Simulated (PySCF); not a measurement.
An unknown gives this computed stick spectrum. Method: PySCF 2.14.0, density-fitted response routines, TDDFT CAM-B3LYP/def2-SVPD, vertical, gas phase, core orbitals frozen in the response. Geometries: PBE0-D3(BJ)/def2-SVP, one conformer each. Relativistic effects are left out although some hold elements past zinc.

```
state  λ (nm)       f
   S1   247.7  0.0033
   S2   217.8  0.0055
   S3   209.6  0.0038
   S4   202.7   0.014
   S5   197.8   0.011
   S6   195.1   0.014
   S7   192.9   0.044
   S8   190.0  0.0066
   S9   189.1  0.0079
  S10   186.5   0.021
```

Orbital energies (eV): HOMO-3 -9.54, HOMO-2 -9.20, HOMO-1 -8.87, HOMO -8.14, LUMO -0.01, LUMO+1 0.62, LUMO+2 0.80.

Question: Which structure fits?
A. `[SiH3]N[SiH]1[SiH2][SiH2][SiH2][SiH2]1`
B. `CC#CCC#N`
C. `CC#[N+][GaH2-][CH2][SiH3]`

Answer: A. Its S1, at 5.01 eV, is the lowest among the candidates; the nearest of the others has S1 at 6.29 eV. S1 is HOMO→LUMO (94%). Löwdin shares by element: HOMO silicon 50% or more, nitrogen 24% (atoms not listed hold the other 27%); LUMO silicon 48% or more (atoms not listed hold the other 52%). At the same level the other candidates give, for their lowest levels:
- `CC#CCC#N`: 192 nm (f 0.000); 184 nm (f 0.002); 182 nm (f 0.000); 175 nm (f 0.008); 172 nm (f 0.017); T1 5.37 eV; HOMO -9.24, LUMO 0.91 eV
- `CC#[N+][GaH2-][CH2][SiH3]`: 197 nm (f 0.009); 196 nm (f 0.042); 193 nm (f 0.003); 187 nm (f 0.101); 185 nm (f 0.048); T1 5.92 eV; HOMO -8.36, LUMO 0.39 eV
Triplets come from the Tamm–Dancoff approximation.
